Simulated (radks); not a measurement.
Values are calculated unless marked as measured or tabulated.
Species: Re IV. Configuration: [Xe] 4f14 5d3 6s1 (not the ground configuration). Code: a radial shooting solver on a logarithmic mesh with Libxc functionals. Model: scalar-relativistic Kohn-Sham, revPBE, spin-polarised, spherical densities, finite nucleus; open shells are filled with parallel spins first (spin-orbit coupling, left out, can overturn this in heavy ions); Fermi nuclear charge, rms radius 5.3698 fm.

X-ray form factor f0, the Fourier transform of the density (f0(0) = 72):

sin(theta)/lambda (1/angstrom),f0 (electrons)
0.05,71.290
0.1,69.318
0.15,66.468
0.2,63.159
0.25,59.707
0.3,56.301
0.4,49.953
0.5,44.397
0.6,39.618
0.8,31.934
1,26.125
1.25,20.990
1.5,17.713
2,13.991
